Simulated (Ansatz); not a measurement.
Coupled-cluster diagnostics for Si2S2⁻, Ansatz.

Geometry of the doublet (PBE0-D4/def2-TZVPD):

Cartesian coordinates in Å:
```
Si -0.668 0.863 0.436
Si 0.662 -0.872 -0.428
S -2.416 1.557 -0.235
S 2.422 -1.548 0.227
```

Correlated methods freeze 20 core orbitals. Another isomer (doublet) lies 0.84 eV lower at PBE0-D4/def2-TZVPD; other spin states weren't run for this one.

Q: Estimate the CCSD(T) correlation energy, the shares of MP2 and (T), T1 and the reference's ⟨S²⟩ for: charge -1, doublet, own geometry in def2-TZVPPD; and the rough time on 4 threads of Intel Xeon on a shared host.

A: 
| state | basis | correlation (eV) | MP2 share (%) | (T) share (%) | T1 | ⟨S²⟩ (pure) | wall time | remarks |
| --- | --- | --- | --- | --- | --- | --- | --- | --- |
| charge -1, doublet, own geometry | def2-TZVPPD | -17.066 | 85.2 | 6.8 | 0.060 | 1.37 (0.75) | 6.6 min | large T1, spin-contaminated |
Customary marks for T1 are 0.02 (closed shells), 0.045 (open shells) and about 0.05 (3d metals). T1 exceeds 0.02 in 1 of 1 rows and 0.045 in 1; the higher it lies, the less the single-reference result can be trusted.
